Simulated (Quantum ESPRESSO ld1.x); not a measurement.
Results of a calculation; reference values are marked as such.
Problem. Species: Er3+. Configuration: [Xe] 4f10 6p1 (not the ground configuration). Code: ld1.x of Quantum ESPRESSO 7.5. Model: scalar-relativistic Kohn-Sham, revPBE, spin-unpolarised, spherical densities, point nucleus. Some entries of the table are withheld. Estimate them.

| orbital | occ. | eigenvalue (hartree) | <r> (bohr) | <1/r> (bohr^-1) |
|---|---|---|---|---|
| 1s | 2 | -2110.29 | 0.02037 | 77.59 |
| 2s | 2 | -355.947 | 0.08646 | 18.06 |
| 2p | 6 | -314.964 | 0.07673 | 16.67 |
| 3s | 2 | -81.1354 | (1) | 6.659 |
| 3p | 6 | -68.6724 | 0.2245 | 6.219 |
| 3d | 10 | -53.0882 | 0.2038 | 5.894 |
| 4s | 2 | -17.3895 | 0.5070 | 2.817 |
| 4p | 6 | -13.2805 | 0.5373 | 2.580 |
| 4d | 10 | (2) | 0.5795 | 2.285 |
| 5s | 2 | -3.33029 | 1.205 | 1.102 |
| 5p | 6 | -2.31095 | 1.386 | 0.9418 |
| 4f | 10 | -1.74079 | 0.7289 | 1.760 |
| 6p | 1 | -0.75102 | 3.398 | 0.3734 |

Solution. 
(1) 3s <r> (bohr): 0.2253
(2) 4d eigenvalue (hartree): -7.77794
